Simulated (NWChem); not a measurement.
System meant: GeH3SeI; SMILES [GeH3][Se]I

Input file for NWChem:

```
start job
memory heap 200 mb stack 900 mb global 1100 mb
geometry units angstroms noautoz
  Se     1.138806    -0.451812     0.015689
  I     -0.246582     1.672417    -0.021032
  Ge    -0.680006    -1.969634     0.003278
  H     -0.003951    -3.351999     0.026389
  H     -1.542126    -1.749439     1.254659
  H     -1.505045    -1.773953    -1.276869
end
basis spherical
  * library def2-svp
end
dft
  xc b3lyp
  iterations 150
  mulliken
end
task dft energy
```

End of the output:

```
             Grid Information
             ----------------
          Grid used for XC integration:  medium
          Radial quadrature: Mura-Knowles
          Angular quadrature: Lebedev.
          Tag              B.-S. Rad. Rad. Pts. Rad. Cut. Ang. Pts.
          ---              ---------- --------- --------- ---------
          Se                  1.15      112          10.0       590
          I                   1.40      123          12.0       590
          Ge                  1.25      112          11.0       590
          H                   0.35       45          13.0       434
          Grid pruning is: on
          Number of quadrature shells:   437
          Spatial weights used:  Erf1

          Convergence Information
          -----------------------
          Convergence aids based upon iterative change in
          total energy or number of iterations.
          Levelshifting, if invoked, occurs when the
          HOMO/LUMO gap drops below (HL_TOL):  1.00D-02
          DIIS, if invoked, will attempt to extrapolate
          using up to (NFOCK): 10 stored Fock matrices.

                    Damping( 0%)  Levelshifting(0.5)       DIIS
                  --------------- ------------------- ---------------
          dE  on:    start            ASAP                start
          dE off:    2 iters        150 iters           150 iters

      Screening Tolerance Information
      -------------------------------
          Density screening/tol_rho:  1.00D-10
          AO Gaussian exp screening on grid/accAOfunc:  14
          CD Gaussian exp screening on grid/accCDfunc:  20
          XC Gaussian exp screening on grid/accXCfunc:  20
          Schwarz screening/accCoul:  1.00D-08

      Superposition of Atomic Density Guess
      -------------------------------------

      charge =      53.0 I (Iodine)

      symmetry species            s     p     d     f
      number of basis functions =10     7     6
      number of cont. functions = 4     4     2
      number of closed shells   = 5     3     2
      number of open shells     = 0     1     0
      open shell occupation     = 0     5     0
 ------------------------------------------------------------------------
 atomscf:atomd: error in atom scf                   0
 ------------------------------------------------------------------------
 ------------------------------------------------------------------------
  current input line :
    19: task dft energy
 ------------------------------------------------------------------------
 ------------------------------------------------------------------------
 This error has not yet been assigned to a category
 ------------------------------------------------------------------------
 For more information see the NWChem manual at https://nwchemgit.github.io

0:atomscf:atomd: error in atom scf:Received an Error in Communication
```

Problem. Find the fault in this run and fix the input.

Solution. The run crashed. Cause: the def2 basis of a heavy element holds valence functions alone and wants its effective core potential (without it all electrons must fit into that basis). This input runs:
```
start job
memory heap 200 mb stack 900 mb global 1100 mb
geometry units angstroms noautoz
  Se     1.138806    -0.451812     0.015689
  I     -0.246582     1.672417    -0.021032
  Ge    -0.680006    -1.969634     0.003278
  H     -0.003951    -3.351999     0.026389
  H     -1.542126    -1.749439     1.254659
  H     -1.505045    -1.773953    -1.276869
end
basis spherical
  Se library def2-svp
  I library def2-svp
  Ge library def2-svp
  H library def2-svp
end
ecp
  I library def2-ecp
end
dft
  xc b3lyp
  iterations 150
  mulliken
end
task dft energy
```
It converges to -4777.70865 Ha (B3LYP/def2-SVP with def2 effective core potentials on I).
